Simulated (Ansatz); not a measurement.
CH₇OSbSi, SMILES `[OH][SbH][CH2][SiH3]`, 11 atoms. Total charge 0; spin multiplicity 1. Correlated methods include outer-core shells of Sb, which these sets cover unevenly. Sb: def2 effective core potential. All runs use 4 threads of an Arm Neoverse V1 on a shared host. Correlated methods freeze the cores.

Give the basis size and wall time and peak host memory of each of these runs in Ansatz. direct RPA on PBE orbitals/def2-TZVPP energy; RHF-MP2/def2-QZVPP energy; RKS PBE0-D4/def2-QZVPP energy; RKS PBE0-D4/def2-TZVP relaxation (16 steps); RKS ωB97M-V/def2-QZVPP energy; RKS ωB97M-V/def2-SVP energy; RKS BLYP-D4/def2-TZVPP energy; RHF-CCSD(T)/def2-TZVPP energy; RKS HSE06 (plane-wave form)-D4/def2-TZVPP energy; RKS PBE0-D4/def2-TZVP frequencies; RHF-CCSD(T)/def2-SVP energy; RKS ωB97M-V/def2-TZVPP energy and forces. (An estimate is asked.)

The calculation gave: Other jobs shared the machine, so times are rough.

```tsv
level	job	functions	wall time	peak host memory (GiB)
RKS BLYP-D4/def2-TZVPP	energy	252	2.8 s	0.33
RKS HSE06 (plane-wave form)-D4/def2-TZVPP	energy	252	3.8 s	0.7
RKS ωB97M-V/def2-SVP	energy	107	6.5 s	0.49
direct RPA on PBE orbitals/def2-TZVPP	energy	252	7.5 s	0.71
RHF-CCSD(T)/def2-SVP	energy	107	8 s	0.54
RKS PBE0-D4/def2-QZVPP	energy	476	11 s	1.8
RKS ωB97M-V/def2-TZVPP	energy and forces	252	15 s	0.97
RKS ωB97M-V/def2-QZVPP	energy	476	24 s	2.2
RHF-MP2/def2-QZVPP	energy	476	26 s	2.9
RKS PBE0-D4/def2-TZVP	relaxation (16 steps)	191	58 s	0.52
RKS PBE0-D4/def2-TZVP	frequencies	191	2.9 min	0.51
RHF-CCSD(T)/def2-TZVPP	energy	252	4.5 min	5.9
```
